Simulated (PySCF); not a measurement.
Species: C₈H₁₀ClF.
Geometry (GFN2-xTB, Å), atoms numbered from 1 in this order:
```
atom  x, y, z in Å
C1    -1.2743   -1.6248   -0.1479
C2    -1.2619   -0.1794    0.2273
C3    -2.5541    0.3804    0.7351
C4    -0.1561    0.5784    0.1189
C5     1.0818    0.0442   -0.3106
C6     2.1731   -0.3656   -0.6119
C7     3.4618   -0.8580   -1.0485
F8     3.6587   -0.6284   -2.3960
C9    -0.1264    2.0323    0.4783
Cl10  -0.0119    2.2415    2.2664
H11   -0.3226   -1.9331   -0.5714
H12   -1.4832   -2.2330    0.7322
H13   -2.0655   -1.8120   -0.8735
H14   -3.2717   -0.4170    0.9088
H15   -2.9839    1.0744    0.0118
H16   -2.4002    0.9223    1.6665
H17    4.2732   -0.3425   -0.5192
H18    3.5407   -1.9425   -0.8994
H19    0.7509    2.5229    0.0600
H20   -1.0336    2.5503    0.1701
```

Computed at PBE0/pcSseg-1 (PySCF, non-relativistic), with Q(35Cl) = −0.0817 b: Cl10, 35Cl (I = 3/2): χzz = -76.18 MHz, η = 0.014.

Question: Where would the pure quadrupole (NQR) lines of 35Cl at Cl10 fall for the rigid, isolated species?

Answer: From ν = (|χ|/2)√(1 + η²/3): ν = 38.09 MHz (alkyl chlorine). For 37Cl the ratio of quadrupole moments, 0.7881, gives 30.02 MHz.

Question: Apply the simplest Townes–Dailey estimate (no s hybridisation, no π bonding), ionic character = 1 − χzz/χ0, where χ0 is the coupling for one missing p electron along the bond: −109.74 MHz for 35Cl.

Answer: Cl10 on C9: 1 − (-76.18)/(-109.74) = 0.31. In this model a purely covalent bond gives χ0 and a free halide ion gives zero; s hybridisation or π bonding, where present, is counted here as ionic character.

In a crystal, neighbours and librations shift these lines. GFN2-xTB bond lengths can be off by several hundredths of an ångström, more for odd bonds, and the gradients follow them. The basis is small and wasn't made for field gradients, so the couplings can be 20 % off.

One conformer stands for the species.
